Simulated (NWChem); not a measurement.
A series in which one site is exchanged, each optimised at PBE0/def2-SVP with NWChem, gas phase unless a solvent is named. All stand in one matching conformer (torsions within 35°), which need not be the lowest. Some are not confirmed as minima by frequencies. def2 effective core potentials on Cd, Ba; no spin-orbit coupling.

A: [SH][Ca][SH] (CaH2S2; site = Ca)
B: [SH][Cd][SH] (CdH₂S₂; site = Cd)
C: [SH][Ba][SH] (BaH2S2; site = Ba)
D: [SH][Be][SH] (BeH2S2; site = Be)

```tsv
quantity	A	B	C	D
vertical ionisation energy, ΔSCF, PBE/def2-SVP (eV)	___	8.59	7.49	9.60
static polarisability, B3LYP/def2-SVPD (bohr³)	___	80.7	101.9	60.4
lowest singlet excitation, B3LYP/def2-SVPD, TDA (eV)	___	4.03	2.98	5.59
```

Problem. Some entries are withheld; supply them.

Solution. 
- vertical ionisation energy, ΔSCF, PBE/def2-SVP (eV), A: 8.07
- static polarisability, B3LYP/def2-SVPD (bohr³), A: 82.4
- lowest singlet excitation, B3LYP/def2-SVPD, TDA (eV), A: 3.14
